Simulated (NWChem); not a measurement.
System: C₅H₅F; SMILES C(/C#C)=C(/F)C

Input file for NWChem:

```
start job
memory heap 200 mb stack 900 mb global 1100 mb
geometry units angstroms noautosym nocenter noautoz
  C      0.169403     2.767000     0.000000
  C     -0.248424     1.627087     0.000000
  C     -0.776952     0.311246     0.000000
  C     -0.030051    -0.805991     0.000000
  C     -0.513541    -2.206718     0.000000
  F      1.297451    -0.714973     0.000000
  H      0.548735     3.771937     0.000000
  H     -1.863891     0.191621     0.000000
  H     -0.133632    -2.740441    -0.886181
  H     -0.133632    -2.740441     0.886181
  H     -1.609433    -2.249054     0.000000
end
basis spherical
  C library pcsseg-1
  F library pcsseg-1
  H library pcsseg-1
end
dft
  xc bhlyp
  iterations 150
end
property
  shielding 10 1 2 3 4 5 6 7 8 9 11
end
task dft property
```

Excerpt of the output:

```
             Northwest Computational Chemistry Package (NWChem) 7.3.0
             --------------------------------------------------------

                             Geometry "geometry" -> ""
                             -------------------------

 Output coordinates in angstroms (scale by  1.889725989 to convert to a.u.)

  No.       Tag          Charge          X              Y              Z
 ---- ---------------- ---------- -------------- -------------- --------------
    1 C                    6.0000     0.16940300     2.76700000     0.00000000
    2 C                    6.0000    -0.24842400     1.62708700     0.00000000
    3 C                    6.0000    -0.77695200     0.31124600     0.00000000
    4 C                    6.0000    -0.03005100    -0.80599100     0.00000000
    5 C                    6.0000    -0.51354100    -2.20671800     0.00000000
    6 F                    9.0000     1.29745100    -0.71497300     0.00000000
    7 H                    1.0000     0.54873500     3.77193700     0.00000000
    8 H                    1.0000    -1.86389100     0.19162100     0.00000000
    9 H                    1.0000    -0.13363200    -2.74044100    -0.88618100
   10 H                    1.0000    -0.13363200    -2.74044100     0.88618100
   11 H                    1.0000    -1.60943300    -2.24905400     0.00000000

 Effective nuclear repulsion energy (a.u.)     200.7352561485

                              NWChem Property Module
                              ----------------------

  itol2e modified to match energy
  convergence criterion.

                                 NWChem DFT Module
                                 -----------------

 Summary of "ao basis" -> "ao basis" (spherical)
 ------------------------------------------------------------------------------
       Tag                 Description            Shells   Functions and Types
 ---------------- ------------------------------  ------  ---------------------
 C                          pcsseg-1                 7       17   3s3p1d
 F                          pcsseg-1                 7       17   3s3p1d
 H                          pcsseg-1                 3        5   2s1p

  itol2e modified to match energy
  convergence criterion.

            General Information
            -------------------
          SCF calculation type: DFT
          Wavefunction type:  closed shell.
          No. of atoms     :    11
          No. of electrons :    44
           Alpha electrons :    22
            Beta electrons :    22
          Charge           :     0
          Spin multiplicity:     1
          Use of symmetry is: off; symmetry adaption is: off
          Maximum number of iterations: 150
          AO basis - number of functions:   127
                     number of shells:    57
          Convergence on energy requested:  1.00D-07
          Convergence on density requested:  1.00D-05
          Convergence on gradient requested:  5.00D-04

              XC Information
              --------------
                        BHLYP Method XC Functional
                     Hartree-Fock (Exact) Exchange  0.500
                        Slater Exchange Functional  0.500 local
                    Becke 1988 Exchange Functional  0.500 non-local
              Lee-Yang-Parr Correlation Functional  1.000

             Grid Information
             ----------------
          Grid used for XC integration:  fine
          Radial quadrature: Mura-Knowles
          Angular quadrature: Lebedev.
          Tag              B.-S. Rad. Rad. Pts. Rad. Cut. Ang. Pts.
          ---              ---------- --------- --------- ---------
          C                   0.70       70          14.0       590
          F                   0.50       70          12.0       590
          H                   0.35       60          15.0       590
          Grid pruning is: on
          Number of quadrature shells:   720
          Spatial weights used:  Erf1

      Superposition of Atomic Density Guess
      -------------------------------------

 Sum of atomic energies:        -290.12679341

[...]

          -----------------------------------------
          Chemical Shielding Tensors (GIAO, in ppm)
          -----------------------------------------

                                NWChem CPHF Module
                                ------------------

  scftype          =     RHF
  nclosed          =       22
  nopen            =        0
  variables        =     2310
  # of vectors     =        3
  tolerance        = 0.10D-03
  level shift      = 0.00D+00
  max iterations   =       50
  max subspace     =       30

 SCF residual:    4.1614537184503369E-004

Iterative solution of linear equations
  No. of variables     2310
  No. of equations        3
  Maximum subspace       30
        Iterations       50
       Convergence  1.0D-04

   iter   nsub   residual    time
   ----  ------  --------  ---------
     1      3    7.59D-01      91.1
     2      6    1.22D-01      98.0
     3      9    1.76D-02     106.7
     4     12    2.01D-03     115.4
     5     15    2.08D-04     124.1
     6     18    2.27D-05     132.7

      Atom:    1  C
        Diamagnetic
    252.8112     11.8761      0.0000
     11.8761    277.0428     -0.0000
      0.0000     -0.0000    247.7028

        Paramagnetic
   -186.4053     40.2758      0.0000
     40.2758    -94.9067      0.0000
      0.0000      0.0000   -220.5448

        Total Shielding Tensor
     66.4059     52.1519      0.0000
     52.1519    182.1362     -0.0000
      0.0000     -0.0000     27.1580

           isotropic =      91.9000
          anisotropy =     165.4044

          Principal Components and Axis System
                 1           2           3
              202.1697     46.3724     27.1580

      1         0.3586      0.9335     -0.0000
      2         0.9335     -0.3586      0.0000
      3         0.0000      0.0000      1.0000

      Atom:    2  C
        Diamagnetic
    242.8899     16.7370     -0.0000
     16.7370    282.2047     -0.0000
     -0.0000     -0.0000    235.7728

        Paramagnetic
   -203.3140     83.1256     -0.0000
     83.1256     -9.3299      0.0000
     -0.0000      0.0000   -222.1540

        Total Shielding Tensor
     39.5759     99.8626     -0.0000
     99.8626    272.8748      0.0000
     -0.0000      0.0000     13.6187

           isotropic =     108.6898
          anisotropy =     301.6383

          Principal Components and Axis System
                 1           2           3
              309.7820     13.6187      2.6687

      1         0.3467     -0.0000      0.9380
      2         0.9380      0.0000     -0.3467
      3         0.0000      1.0000      0.0000

      Atom:    3  C
        Diamagnetic
    258.8101     -5.6809      0.0000
     -5.6809    277.9514     -0.0000
      0.0000     -0.0000    244.5062

        Paramagnetic
   -239.9435    -45.3253      0.0000
    -45.3253   -175.7037      0.0000
      0.0000      0.0000    -95.3688

        Total Shielding Tensor
     18.8666    -51.0062      0.0000
    -51.0062    102.2477     -0.0000
      0.0000     -0.0000    149.1373

           isotropic =      90.0839
          anisotropy =      88.5802

          Principal Components and Axis System
                 1           2           3
              149.1373    126.4338     -5.3195

      1         0.0000     -0.4285      0.9036
      2        -0.0000      0.9036      0.4285
      3         1.0000      0.0000     -0.0000

      Atom:    4  C
        Diamagnetic
    259.8367     -2.8894      0.0000
     -2.8894    262.2601     -0.0000
      0.0000     -0.0000    228.8279

        Paramagnetic
   -332.3239    -72.5009     -0.0000
    -72.5009   -257.6724      0.0000
     -0.0000      0.0000   -148.9341

        Total Shielding Tensor
    -72.4872    -75.3903      0.0000
    -75.3903      4.5877      0.0000
      0.0000      0.0000     79.8938

           isotropic =       3.9981
          anisotropy =    -183.9252

          Principal Components and Axis System
                 1           2           3
             -118.6187     79.8938     50.7192

      1         0.8530     -0.0000     -0.5219
      2         0.5219      0.0000      0.8530
      3        -0.0000      1.0000     -0.0000

      Atom:    5  C
        Diamagnetic
    246.6124      6.3354     -0.0000
      6.3354    257.3268      0.0000
     -0.0000      0.0000    241.7915

        Paramagnetic
    -87.1284      4.1301     -0.0000
      4.1301    -74.6021     -0.0000
     -0.0000     -0.0000    -91.9592

        Total Shielding Tensor
    159.4840     10.4654     -0.0000
     10.4654    182.7248     -0.0000
     -0.0000     -0.0000    149.8323

           isotropic =     164.0137
          anisotropy =      34.0936

          Principal Components and Axis System
                 1           2           3
              186.7428    155.4660    149.8323

      1         0.3584      0.9336      0.0000
      2         0.9336     -0.3584      0.0000
      3        -0.0000     -0.0000      1.0000

      Atom:    6  F
        Diamagnetic
    492.7838      1.1917     -0.0000
      1.1917    467.5423      0.0000
     -0.0000      0.0000    466.8987

        Paramagnetic
   -240.8771     20.8810      0.0000
     20.8810   -304.5127      0.0000
      0.0000      0.0000    -61.0472

        Total Shielding Tensor
    251.9068     22.0727      0.0000
     22.0727    163.0297      0.0000
      0.0000      0.0000    405.8515

           isotropic =     273.5960
          anisotropy =     198.3833

          Principal Components and Axis System
                 1           2           3
              405.8515    257.0867    157.8498

      1         0.0000      0.9736     -0.2285
      2         0.0000      0.2285      0.9736
      3         1.0000     -0.0000     -0.0000

      Atom:    7  H
        Diamagnetic
     28.9664      4.6580      0.0000
      4.6580     39.6928     -0.0000
      0.0000     -0.0000     27.0070

[...]
```

Level: BHandHLYP/pcSseg-1, GIAO. Geometry: optimised at PBE0/def2-SVP. The output numbers the shielded atoms by their place in the input's list. The printed shielding anisotropy is the first printed principal value minus the mean of the other two.
